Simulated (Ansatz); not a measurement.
Start from `[SiH3][SiH2][SiH2][SiH2][GeH2][SiH3]` and change one atom or group to get `[SiH3][SiH2][SiH2][SiH3]`.

Ansatz, PBE0-D4/def2-TZVP geometries, multiplicity 1. Each molecule was computed in one conformer, which needn't be the lowest.

Scalar relativity is left out up to krypton.

| property | `[SiH3][SiH2][SiH2][SiH2][GeH2][SiH3]` |
| --- | --- |
| size of the dipole moment (B3LYP/def2-TZVPP) / D | 0.14 |
| HOMO energy (B3LYP/def2-TZVPP) / eV | -7.57 |
| HOMO–LUMO gap (B3LYP/def2-TZVPP) / eV | 6.90 |
| size of the dipole moment (ωB97M-V/def2-TZVPP) / D | 0.14 |
| HOMO energy (ωB97M-V/def2-TZVPP) / eV | -9.71 |
| LUMO energy (ωB97M-V/def2-TZVPP) / eV | 1.14 |

(1) Give the same properties after the change, and the shifts. (An estimate is asked.)

Answers

(1) The calculation gave: 
| property | `[SiH3][SiH2][SiH2][SiH3]` | shift |
| --- | --- | --- |
| size of the dipole moment (B3LYP/def2-TZVPP) / D | 0.14 | 0.00 |
| HOMO energy (B3LYP/def2-TZVPP) / eV | -7.71 | -0.14 |
| HOMO–LUMO gap (B3LYP/def2-TZVPP) / eV | 7.23 | 0.33 |
| size of the dipole moment (ωB97M-V/def2-TZVPP) / D | 0.14 | 0.00 |
| HOMO energy (ωB97M-V/def2-TZVPP) / eV | -9.86 | -0.15 |
| LUMO energy (ωB97M-V/def2-TZVPP) / eV | 1.40 | 0.26 |

With PBE0 the HOMO falls by 0.13 eV and the LUMO rises by 0.23 eV, so the gap widens by about 0.36 eV. PBE moves the HOMO by -0.10 eV and ωB97M-V by -0.15 eV. Dipoles are sizes alone; their direction can turn.

B3LYP here is the variant with VWN-RPA as its local correlation; programs differ in this.
